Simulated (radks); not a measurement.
Isoelectronic series with 23 electrons, all held in the configuration [Ar] 3d3 4s2, which need not be the ground one along the series. Method: scalar-relativistic Kohn-Sham, r2SCAN, spin-polarised, spherical densities, finite nucleus; open shells are filled with parallel spins first; meta-GGA in the generalised Kohn-Sham scheme; Fermi nuclear charge, rms radius of each element as measured or else 0.836 A^(1/3) + 0.57 fm; computed with a radial shooting solver on a logarithmic mesh with Libxc functionals. Total energies (hartree) and mean radii <r> (bohr) (* marks an orbital that is empty in some or all of the ions):

ion	E (hartree)	3d down*	4s down	4s up	3d up	3p down
V	-949.26415	1.624	3.591	3.246	1.406	1.019
Cr+	-1050.36605	1.213	2.865	2.717	1.147	0.9464
Mn2+	-1157.06717	1.029	2.442	2.357	0.9922	0.8804
Fe3+	-1269.35474	0.9085	2.152	2.095	0.8834	0.8219
Co4+	-1387.22926	0.8193	1.934	1.893	0.8006	0.7702
Ni5+	-1510.69810	0.7491	1.762	1.731	0.7344	0.7244
Cu6+	-1639.77188	0.6917	1.622	1.597	0.6797	0.6836
Zn7+	-1774.46503	0.6435	1.505	1.485	0.6335	0.6472
Ga8+	-1914.79326	0.6023	1.405	1.388	0.5937	0.6144
Ge9+	-2060.77431	0.5665	1.318	1.304	0.5591	0.5847
As10+	-2212.42780	0.5351	1.242	1.230	0.5286	0.5578
Se11+	-2369.77386	0.5072	1.175	1.164	0.5014	0.5332
Br12+	-2532.83464	0.4822	1.115	1.106	0.4771	0.5107

3d down drops below 4s down between V and Cr+.
